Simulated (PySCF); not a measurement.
PySCF job for B(Br)(OH)2 (BBrH₂O₂), SMILES OB(O)Br, C-PCM-PBE0/def2-SVP. The structure is a stationary point at PBE0-D3(BJ)/def2-SVP. The values are those of a single conformer.

```python
import numpy as np
from pyscf import gto, scf, dft
from pyscf.solvent import pcm

mol = gto.M(
    atom='''
    B    -0.00484581    0.95791785   -0.00000000
    Br   -0.01746016   -0.97934356    0.00000000
    O    -1.19054604    1.59200315   -0.00000000
    H    -1.08074221    2.55041523    0.00000001
    O     1.16271249    1.64107422   -0.00000000
    H     1.93874533    1.07240120    0.00000000
    ''',
    basis='def2-SVP',
    charge=0,
    spin=0,
    max_memory=1600,
    verbose=3,
)
mf = dft.RKS(mol, xc='pbe0').density_fit(auxbasis='def2-universal-jkfit')
mf.grids.level = 3
mf.conv_tol = 1e-9
mf.max_cycle = 100
mf.kernel()
res = {}
for name, eps in {'water': 78.355, 'dichloromethane': 8.93, 'tetrahydrofuran': 7.4257}.items():
    s = mf.PCM()
    s.with_solvent.method, s.with_solvent.eps, s.with_solvent.lebedev_order = 'C-PCM', eps, 29
    s.kernel(mf.make_rdm1())
    res[name] = (s.e_tot, eps, s.dip_moment(), s.mo_energy, s.converged)
    print(f'{name}: electrostatic solvation free energy {(s.e_tot - mf.e_tot) * 627.509474:.3f} kcal/mol')
```

Program output:

```
converged SCF energy = -2749.87326792645

WARN: PCM is an experimental feature. It is still in testing.
Features and APIs may be changed in the future.

converged SCF energy = -2749.8842536381
Dipole moment(X, Y, Z, Debye):  1.81266,  2.06913,  0.00000
water: electrostatic solvation free energy -6.894 kcal/mol

WARN: PCM is an experimental feature. It is still in testing.
Features and APIs may be changed in the future.

converged SCF energy = -2749.88304455765
Dipole moment(X, Y, Z, Debye):  1.76758,  2.02206,  0.00000
dichloromethane: electrostatic solvation free energy -6.135 kcal/mol

WARN: PCM is an experimental feature. It is still in testing.
Features and APIs may be changed in the future.

converged SCF energy = -2749.88277184114
Dipole moment(X, Y, Z, Debye):  1.75756,  2.01156,  0.00000
tetrahydrofuran: electrostatic solvation free energy -5.964 kcal/mol
```

Self-consistency was reached.

Cost: about 40 core-seconds (a rough figure).
